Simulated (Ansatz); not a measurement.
C$_{2}$H$_{5}$AlBr (`C[CH2][Al][Br]`) radical at its PBE0-D4/def2-TZVP geometry, where that method's forces vanish. The species carries charge 0 and has multiplicity 2.

```xyz
9

C     0.5725    0.6664   -0.3965
C     0.3500   -0.4504    0.6178
Al   -1.4649   -1.2436    0.6218
Br   -2.9418   -0.4669   -0.9476
H    -0.1025    1.5080   -0.2267
H     1.5963    1.0507   -0.3464
H     0.3991    0.3247   -1.4192
H     1.0474   -1.2820    0.4556
H     0.5440   -0.1068    1.6412
```

Task: What forces (eV/Å) does r2SCAN-D4/def2-TZVPP give on these atoms in the Gaussian-basis code of Ansatz? (An estimate is asked.)

Result: Computed: 
```
C1   0.025  0.112 -0.102
C2  -0.063 -0.122  0.098
Al3 -0.016 -0.012  0.005
Br4 -0.008  0.007 -0.011
H5   0.012 -0.012 -0.006
H6  -0.010  0.001 -0.005
H7   0.004  0.009  0.016
H8   0.023  0.020  0.014
H9   0.034 -0.002 -0.010
```
